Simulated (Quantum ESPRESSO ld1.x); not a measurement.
The technetium ion Tc2+, 41 electrons, occupied as [Kr] 4d4.5 5s0.5 (fractional occupations, a model configuration). All-electron calculation, Dirac Kohn-Sham, revPBE, spin-unpolarised, spherical densities, point nucleus; open shells are shared between the two j in proportion to 2j + 1. Program: ld1.x of Quantum ESPRESSO 7.5.

Normalised radial functions P(r) = r R(r) (large component), r in bohr:

| r | 3d3/2 | 4d3/2 |
|---|---|---|
| 0.001783 | 0.0000 | 0.0000 |
| 0.002379 | 0.0000 | 0.0000 |
| 0.003147 | 0.0001 | 0.0000 |
| 0.004198 | 0.0002 | 0.0001 |
| 0.005554 | 0.0004 | 0.0001 |
| 0.007408 | 0.0009 | 0.0003 |
| 0.009802 | 0.0019 | 0.0006 |
| 0.01307 | 0.0041 | 0.0013 |
| 0.0173 | 0.0086 | 0.0027 |
| 0.02307 | 0.0184 | 0.0058 |
| 0.03077 | 0.0385 | 0.0121 |
| 0.04071 | 0.0768 | 0.0240 |
| 0.0543 | 0.1505 | 0.0470 |
| 0.07185 | 0.2757 | 0.0857 |
| 0.09583 | 0.4822 | 0.1489 |
| 0.1268 | 0.7677 | 0.2338 |
| 0.1691 | 1.1201 | 0.3316 |
| 0.2238 | 1.4362 | 0.4009 |
| 0.2984 | 1.6008 | 0.3870 |
| 0.3949 | 1.4983 | 0.2380 |
| 0.5267 | 1.1345 | -0.0602 |
| 0.6968 | 0.6772 | -0.4204 |
| 0.9294 | 0.2939 | -0.7304 |
| 1.23 | 0.0899 | -0.8497 |
| 1.64 | 0.0163 | -0.7574 |
| 2.17 | 0.0017 | -0.5377 |
| 2.894 | 0.0001 | -0.2939 |
| 3.83 | 0.0000 | -0.1212 |
| 5.108 | 0.0000 | -0.0327 |
| 6.758 | 0.0000 | -0.0053 |
| 9.014 | 0.0000 | -0.0004 |

3d3/2: eigenvalue -270.36 eV, 0 radial nodes, <r> = 0.397 bohr, 90 % of the charge inside 0.633 bohr. 4d3/2: eigenvalue -24.184 eV, 1 radial node at r = 0.501 bohr, <r> = 1.58 bohr, 90 % of the charge inside 2.47 bohr.
